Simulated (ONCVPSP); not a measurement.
## aluminium: variants of one ONCV potential

Base potential:

Al (Z = 13), optimised norm-conserving Vanderbilt (ONCV), made with ONCVPSP 4.0.1 (PW91, scalar-relativistic). Core [Ne], reference 3s1 3p2. Waves: 3s: rc 1.80 bohr, ncon 4, nbas 9, qcut 4.6 1/bohr, 2 projectors, debl 1.2 Ha; 3p: rc 2.10 bohr, ncon 4, nbas 8, qcut 4.3 1/bohr, 2 projectors, debl 2.7 Ha. Local part: polynomial inside 1.15 bohr (lpopt 5, dvloc0 6 Ha). Core correction: none.

Cutoffs, loose and tight: the cutoffs (Ha) at which the residual kinetic energy of the hardest occupied pseudo-wave falls to 1 and 0.1 mHa per electron. They do not see the model core or the augmentation charge, which bear on the density cutoff. Test errors are all-electron minus pseudo excitation energies from the reference, over the configurations 3s2 3p1; 3s2 3p0; 3s1 3p0; 3s0 3p3. A dash means not determined; rows that change the core or the reference have their own tests.

| change | outcome | cutoff, loose | cutoff, tight | bound ghosts | GHOST(+) flags above zero | largest test error (meV) |
| --- | --- | --- | --- | --- | --- | --- |
| base | generated | 6.2 Ha | 8.1 Ha | none | none | +9.2 |
| p: qcut 2.5 | generated | 6.2 Ha | 8.1 Ha | none | none | +9.8 |
| p: qcut 3.1 | generated | 6.2 Ha | 8.1 Ha | none | none | +9.7 |
| p: qcut 3.5 | generated | 6.2 Ha | 8.1 Ha | none | none | +9.5 |
| p: qcut 4.1 | generated | 6.2 Ha | 8.1 Ha | none | none | +9.2 |
| p: qcut 4.5 | generated | 6.2 Ha | 8.1 Ha | none | none | +9.1 |
| p: qcut 4.9 | generated | 6.2 Ha | 8.1 Ha | none | none | +9.1 |
| p: qcut 5.5 | generated | 6.2 Ha | 8.1 Ha | none | none | +9.3 |
| p: qcut 6.1 | generated | 6.2 Ha | 8.1 Ha | none | none | +9.5 |
| p: qcut 6.4 | generated | 6.2 Ha | 8.1 Ha | none | none | +9.7 |

Reading the sweep of the qcut of the p channel (base included, trends over the rows without a ghost): The loose cutoff stays near 6.2 Ha. The median size of the test errors (rows with all tests solved) stays near 3.9 meV.
